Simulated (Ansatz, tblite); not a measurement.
Isomers of Ca2O3H2 (singlet), found by a short tight-binding search and relaxed with B3LYP-D4/def2-SVP in Ansatz.

The xTB rows come from tblite. Correlated methods freeze 13 core orbitals; core or outer-core shells of Ca are correlated, in sets that lack core-valence functions.

A: It holds 1 O–O bond.

Other spin states weren't relaxed.

A:

```xyz
7

Ca    0.471    1.022    0.801
Ca   -1.389   -0.920   -1.114
O    -0.145   -1.227    0.674
O    -0.255    0.731   -1.200
O     0.803   -1.427   -0.467
H    -0.187    2.318    2.254
H     0.702   -0.496   -0.949
```

B:

Cartesian coordinates in Å:
```
Ca -1.825 -0.414 -0.866
Ca 1.732 0.602 0.907
O -2.893 -0.721 -2.567
O -0.058 0.116 0.031
O 2.931 0.643 2.547
H -3.287 -0.831 -3.437
H 3.400 0.605 3.385
```

Question: Estimate their order by electronic energy at CCSD(T)/def2-TZVPP, counted from the lowest.

Answer: B (0.00) < A (4.77), in eV.

Question: Do the other levels pick the same lowest one?

Answer: All that were run do. Energies above each level's lowest (eV):

```csv
level,A,B
GFN1-xTB,3.84,0.00
GFN2-xTB,0.92,0.00
HF/def2-TZVPP,5.52,0.00
PBE-D4/def2-TZVP,4.39,0.00
r2SCAN-D4/def2-TZVP,4.55,0.00
B97M-V/def2-TZVP,4.37,0.00
PBE0-D4/def2-TZVP,4.69,0.00
ωB97M-V/def2-TZVP,4.77,0.00
MP2/def2-TZVPP,5.10,0.00
CCSD/def2-TZVPP,4.96,0.00
CCSD(T)/def2-TZVPP,4.77,0.00
```
Point groups (tolerance 0.1 Å): A not assigned, B not assigned. Lower isomers may exist.
